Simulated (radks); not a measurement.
The numbers below are computed, except where a source is named.
Q: Radial electron density D(r) = 4 pi r^2 rho(r) of an atom or ion with 3 electrons. Level of theory: non-relativistic Kohn-Sham, LDA (Slater exchange, Perdew-Wang correlation), spin-polarised, spherical densities, point nucleus (a radial shooting solver on a logarithmic mesh with Libxc functionals).

```
   r/bohr * D(r) (the largest magnitude, 7.25, reaches the edge; | marks zero)
 0.009666 | *
  0.01064 | *
  0.01181 | *
    0.013 |  *
  0.01431 |  *
  0.01587 |   *
  0.01747 |    *
  0.01923 |    *
  0.02134 |      *
  0.02349 |       *
  0.02607 |        *
  0.02869 |          *
  0.03158 |           *
  0.03505 |              *
  0.03858 |                *
  0.04246 |                  *
  0.04712 |                     *
  0.05186 |                        *
  0.05709 |                            *
  0.06335 |                               *
  0.06973 |                                   *
  0.07676 |                                      *
  0.08517 |                                          *
  0.09375 |                                             *
   0.1032 |                                                *
   0.1145 |                                                   *
    0.126 |                                                     *
   0.1387 |                                                      *
    0.154 |                                                      *
   0.1695 |                                                     *
    0.188 |                                                   *
    0.207 |                                                *
   0.2278 |                                           *
   0.2528 |                                      *
   0.2783 |                                 *
   0.3063 |                           *
   0.3399 |                      *
   0.3741 |                 *
   0.4118 |             *
    0.457 |          *
    0.503 |        *
   0.5537 |       *
   0.6144 |      *
   0.6763 |       *
   0.7444 |       *
    0.826 |       *
   0.9093 |       *
    1.001 |       *
    1.111 |      *
    1.222 |     *
    1.356 |   *
    1.493 |  *
    1.644 | *
    1.824 |*
    2.007 |*
     2.21 *
    2.452 *
    2.699 *
    2.971 *
    3.297 *
    3.629 *
```

What is the nuclear charge?

A: Z = 7. The innermost maximum, from 1s, lies near 1/Z = 0.143 bohr (found: 0.147), and its height grows with Z. The density is that of the nitrogen ion N4+ in [He] 2s1; the configuration itself is not fixed sharply by these data. D(r) has 2 maxima, at r = 0.147, 0.867 bohr, and minima at 0.614 bohr, inside which lie 2.09 electrons.
